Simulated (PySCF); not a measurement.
Ge(NH2)(SiH3), SMILES [NH2][Ge][SiH3], PBE0/def2-SVP optimised geometry.

```
8

Ge    -1.03    -0.87     0.00
N     -1.14     0.94     0.00
H     -2.04     1.41     0.00
H     -0.37     1.60     0.00
Si     1.45    -0.87     0.00
H      1.99    -1.58    -1.21
H      2.00    -1.60     1.19
H      2.04     0.51     0.01
```

Density from PBE0/def2-TZVP run with PySCF at that geometry.

Minimum of the electron density along straight lines between bonded atoms, close to the bond critical point (lines longer than 1.1 times the sum of covalent radii, or with two minima, are not listed):

```json
[
 {"bond": "Ge1–N2", "length / Å": "1.817", "ρ at the minimum / e bohr⁻³": "0.139", "∇²ρ there / e bohr⁻⁵": "0.53", "position (fraction from the first atom)": "0.47"},
 {"bond": "N2–H3", "length / Å": "1.016", "ρ at the minimum / e bohr⁻³": "0.334", "∇²ρ there / e bohr⁻⁵": "-1.64", "position (fraction from the first atom)": "0.74"},
 {"bond": "N2–H4", "length / Å": "1.016", "ρ at the minimum / e bohr⁻³": "0.333", "∇²ρ there / e bohr⁻⁵": "-1.66", "position (fraction from the first atom)": "0.74"},
 {"bond": "Ge1–Si5", "length / Å": "2.481", "ρ at the minimum / e bohr⁻³": "0.080", "∇²ρ there / e bohr⁻⁵": "-0.09", "position (fraction from the first atom)": "0.49"},
 {"bond": "Si5–H6", "length / Å": "1.501", "ρ at the minimum / e bohr⁻³": "0.115", "∇²ρ there / e bohr⁻⁵": "0.15", "position (fraction from the first atom)": "0.49"},
 {"bond": "Si5–H7", "length / Å": "1.501", "ρ at the minimum / e bohr⁻³": "0.115", "∇²ρ there / e bohr⁻⁵": "0.15", "position (fraction from the first atom)": "0.49"},
 {"bond": "Si5–H8", "length / Å": "1.505", "ρ at the minimum / e bohr⁻³": "0.114", "∇²ρ there / e bohr⁻⁵": "0.16", "position (fraction from the first atom)": "0.49"}
]
```
